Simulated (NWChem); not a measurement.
System: GeH3O2Br; SMILES [OH][GeH]([OH])[Br]

```xyz
7

Ge     0.0065     0.7729     0.2895
O     -1.4834     1.2848    -0.5103
O      1.4025     1.5471    -0.4604
Br     0.0561    -1.4965    -0.0303
H      0.0683     1.1227     1.7749
H     -1.5109     2.2402    -0.6431
H      1.5728     1.2368    -1.3577
```
Atoms are numbered in this order, from 1.

All runs: NWChem. Pople sets run with spherical d functions. The geometry was optimised at PBE0/def2-SVP. GIAO values for the isolated, static molecule; σ is the absolute isotropic shielding, δ = σ(reference) − σ with the isolated reference molecule computed at the same levels (1H: tetramethylsilane, 17O: water). Spin-orbit effects, on the heavy nuclei and on their neighbours, are missing.

**Question.** Predict the results for B3LYP/6-311G**. Quantities: σ Ge1 (ppm); δ O2 (ppm); δ O3 (ppm); σ Br4 (ppm); δ H5 (ppm); δ H6 (ppm); δ H7 (ppm).

**Answer.** The σ Ge1 (ppm) is 1234.9, the δ O2 (ppm) is 87.8 and the δ O3 (ppm) comes out as 101.5. The σ Br4 (ppm) comes out as 2442.4. The δ H5 (ppm) is 6.36. The δ H6 (ppm) comes out as 1.18. The δ H7 (ppm) is 1.75.
